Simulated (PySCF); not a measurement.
**From computed data to an observable: dipole moment from atomic charges**

In(Cl)2(SeH) (Cl2HInSe), SMILES [Cl][In]([Cl])[SeH]. Atoms are numbered in the order given.

```xyz
5

In     0.0032     0.3885     0.0000
Cl     1.9658     1.6818     0.0000
Cl    -2.0326     1.5700     0.0000
Se     0.0702    -2.1221     0.0000
H     -1.4070    -2.1681     0.0000
```

Geometry: B3LYP-D3(BJ)/def2-SVP. The structure was generated by enumeration; whether it is a known compound was not checked. The def2 effective core potentials stand for the cores of In; spin–orbit coupling is left out. The values are those of a single conformer.

Charges (e) from PBE/def2-TZVP (PySCF):

```
atom  ESP fit  Mulliken
----  -------  --------
In1     0.473     0.775
Cl2    -0.203    -0.321
Cl3    -0.232    -0.323
Se4    -0.149    -0.281
H5      0.112     0.151
```

The dipole moment of the full density is 2.19 D.

**Question.** What dipole moment does each set of point charges give, and which comes closer to that of the density?

**Answer.** 
μ = Σ q r, and 1 e Å = 4.8032 D.
ESP fit: Σ q r = (-0.094, -0.449, 0.000) e Å, |μ| = 2.20 D.
Mulliken: Σ q r = (-0.204, -0.477, 0.000) e Å, |μ| = 2.49 D.
ESP fit comes closer in size. Point charges leave out the atoms' own dipoles (lone pairs, polarised bonds); fits to the potential absorb them, partitions of the density don't.
